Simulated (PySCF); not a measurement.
**Worked example: chemical shift, span and skew from a shielding tensor**

ClH6NSSi2, SMILES N[SiH2]S[SiH2]Cl. Atoms are numbered in the order given.

```xyz
11

Si     1.4058    -0.5728     0.6769
Cl     1.9062     1.4507     0.5858
S     -0.0274    -1.0856    -0.8176
Si    -1.6235     0.3221    -0.2726
N     -3.2000    -0.3265    -0.5128
H      0.8883    -0.8123     2.0482
H      2.6232    -1.3781     0.4128
H     -1.5084     1.5208    -1.1388
H     -1.4183     0.6450     1.1642
H     -3.5997    -0.3305    -1.4467
H     -3.5055    -1.1401     0.0136
```
Charge 0, spin multiplicity 1.

Coordinates come from a B3LYP-D3(BJ)/def2-SVP optimisation. This is a generated structure with no PubChem entry under its InChIKey; it may be hypothetical. The values are those of a single conformer.

GIAO shieldings from PBE/pcSseg-1 (PySCF), non-relativistic, no solvent. The symmetric part of the tensor of N5 has the principal values 220.3, 235.5, 247.5 ppm. The same nucleus in NH3 has σ = 267.0 ppm at this level (PySCF, at its B3LYP-D3(BJ)/def2-TZVP geometry). Without spin–orbit terms, shifts of atoms bonded to Cl or Br come out too high.

Work out the isotropic shielding, the ¹⁵N shift against NH3, the span and the skew.


σ(iso) = (σ11 + σ22 + σ33)/3 = 234.4 ppm. δ = σ(ref) − σ(iso) = 267.0 − (234.4) = 32.6 ppm.
Span Ω = σ33 − σ11 = 27.2 ppm. Skew κ = 3(σ(iso) − σ22)/Ω = -0.12. Tumbling in solution averages the tensor to δ; in a static solid the shielding alone would spread this spin-1/2 line over Ω.
